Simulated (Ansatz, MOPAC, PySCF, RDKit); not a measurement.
Noncovalent pair: digermane (SMILES [GeH3][GeH3]) (first 8 atoms) with CH4 (SMILES C); geometry from B3LYP-D3(BJ)/def2-TZVP, rigid monomers moved along the line of their centres of mass till Ge1···C9 is 5.52 Å.
(charge 0, multiplicity 1):
| atom | x (Å) | y (Å) | z (Å) |
|---|---|---|---|
| Ge | -0.1882 | -1.4085 | 0.6535 |
| Ge | -0.3699 | 0.9892 | 0.2595 |
| H | 0.1695 | -2.1320 | -0.6575 |
| H | -1.5251 | -1.9702 | 1.1695 |
| H | 0.9045 | -1.7129 | 1.6910 |
| H | 1.0286 | 1.6173 | 0.1209 |
| H | -1.1031 | 1.6820 | 1.4201 |
| H | -1.1531 | 1.2549 | -1.0389 |
| C | 0.7497 | 0.5620 | 5.7231 |
| H | -0.2672 | 0.4654 | 5.3454 |
| H | 1.1619 | -0.4274 | 5.9144 |
| H | 1.3646 | 1.0740 | 4.9843 |
| H | 0.7386 | 1.1386 | 6.6469 |

Counterpoise-corrected where a basis set is named; no monomer relaxation. Rows marked so take none. RDKit's UFF carries no charges.

Frozen-core correlation. Filled d and f shells under p-block atoms count as core. Rows in 6-31G*, STO-3G carry no dispersion term and start afresh at each structure (6-31G* with six Cartesian d functions); the Pople sets are all-electron and without relativity. MP2/6-31G* freezes PySCF's default core, which leaves 3d correlated. The state reached by PM7 isn't checked; PM7 holds dispersion and hydrogen-bond terms.

Codes used: Ansatz (a quantum-chemistry and plane-wave program) with Gaussian orbitals; MOPAC for PM7 (differences of heats of formation); PySCF for 6-31G* rows, STO-3G rows; RDKit for the force fields. Values without a source in brackets are computed.

```json
[
 {"level": "UFF", "interaction energy (kcal/mol)": "-0.36"},
 {"level": "PM7", "interaction energy (kcal/mol)": "-0.15"},
 {"level": "HF/STO-3G (no counterpoise)", "interaction energy (kcal/mol)": "0.00"},
 {"level": "HF/6-31G* (no counterpoise)", "interaction energy (kcal/mol)": "-0.05"},
 {"level": "r2SCAN/def2-TZVPPD", "interaction energy (kcal/mol)": "-0.07"},
 {"level": "B3LYP/6-31G*", "interaction energy (kcal/mol)": "(withheld)"},
 {"level": "B3LYP/6-31G* (no counterpoise)", "interaction energy (kcal/mol)": "-0.02"},
 {"level": "MP2/6-31G*", "interaction energy (kcal/mol)": "-0.13"},
 {"level": "CCSD(T)/aug-cc-pVDZ", "interaction energy (kcal/mol)": "(withheld)"}
]
```

Problem. Complete the blanks.

Solution. 
- B3LYP/6-31G*, interaction energy (kcal/mol): 0.06
- CCSD(T)/aug-cc-pVDZ, interaction energy (kcal/mol): -0.25
